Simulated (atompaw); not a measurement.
Scattering properties, PAW (atompaw) potential for aluminium

* Element: aluminium (Al)
* Generator: atompaw 4.2.0.5
* Type: PAW
* Functional: LDA (PW92)
* Relativity: scalar-relativistic
* Frozen core: [Ne]
* Valence charge: 3
* Reference configuration: 3s1 3p0 (charge +2)
* Partial waves: 3s (bound): rc 2.40 bohr; 3s channel at 0.3 Ry: rc 2.00 bohr; 3p (bound, empty): rc 2.40 bohr; 3p channel at -0.2 Ry: rc 2.40 bohr; 3d channel at 0.4 Ry: rc 2.40 bohr; 3d channel at 1.6 Ry: rc 2.40 bohr
* Local potential: bessel scheme, radius 1.75 bohr
* Core correction: smooth core density matched at 2.15 bohr
* Augmentation charge: sinc compensation charge, radius 2.05 bohr; PAW radius 2.40 bohr; waves and projectors: custom polynom vanderbiltortho

The phase is arctan(r·u′/u) with u = r·R(r), unwrapped; energies in Ry, scanned from -4 to 5 Ry. A pole is an energy at which the radial function vanishes at the test radius. The pseudo phase is shifted by a multiple of π to meet the all-electron one at the reference energy, and phase errors are pseudo minus all-electron; the curves can meet again beyond the range given. Levels narrower than the energy grid can be missing from the lists of poles.

| channel | radius (bohr) | reference energy (Ry) | poles, all-electron | poles, pseudo | unbroken range about the reference energy with phases within 0.05 rad | phase error 1 Ry above the reference energy (rad) |
| --- | --- | --- | --- | --- | --- | --- |
| s | 2.41 | -1.76 | -0.25 | -0.25 | below 3.0 | -0.000 |
| p | 2.41 | -1.28 | 0.57 | 0.57 | below 3.2 | +0.000 |
| d | 2.41 | 0.40 | 1.26 | 1.26 | below 3.5 | -0.000 |

Phases in the s channel:

| E (Ry) | all-electron | pseudo |
| --- | --- | --- |
| -4.00 | 1.245 | 1.245 |
| -3.76 | 1.218 | 1.218 |
| -3.52 | 1.183 | 1.182 |
| -3.28 | 1.136 | 1.136 |
| -3.04 | 1.071 | 1.071 |
| -2.80 | 0.973 | 0.973 |
| -2.56 | 0.815 | 0.814 |
| -2.32 | 0.530 | 0.529 |
| -2.08 | 0.021 | 0.021 |
| -1.84 | -0.593 | -0.593 |
| -1.60 | -1.002 | -1.002 |
| -1.36 | -1.225 | -1.225 |
| -1.12 | -1.355 | -1.355 |
| -0.88 | -1.440 | -1.440 |
| -0.64 | -1.500 | -1.500 |
| -0.40 | -1.546 | -1.546 |
| -0.16 | -1.584 | -1.584 |
| 0.08 | -1.616 | -1.616 |
| 0.32 | -1.645 | -1.645 |
| 0.56 | -1.672 | -1.672 |
| 0.80 | -1.699 | -1.699 |
| 1.04 | -1.727 | -1.727 |
| 1.28 | -1.757 | -1.757 |
| 1.52 | -1.790 | -1.791 |
| 1.76 | -1.829 | -1.830 |
| 2.00 | -1.876 | -1.878 |
| 2.24 | -1.937 | -1.941 |
| 2.48 | -2.018 | -2.027 |
| 2.72 | -2.136 | -2.154 |
| 2.96 | -2.319 | -2.358 |
| 3.20 | -2.617 | -2.700 |
| 3.44 | -3.068 | -3.208 |
| 3.68 | -3.561 | -3.706 |
| 3.92 | -3.921 | -4.033 |
| 4.16 | -4.142 | -4.227 |
| 4.40 | -4.280 | -4.349 |
| 4.64 | -4.372 | -4.431 |
| 4.88 | -4.438 | -4.491 |
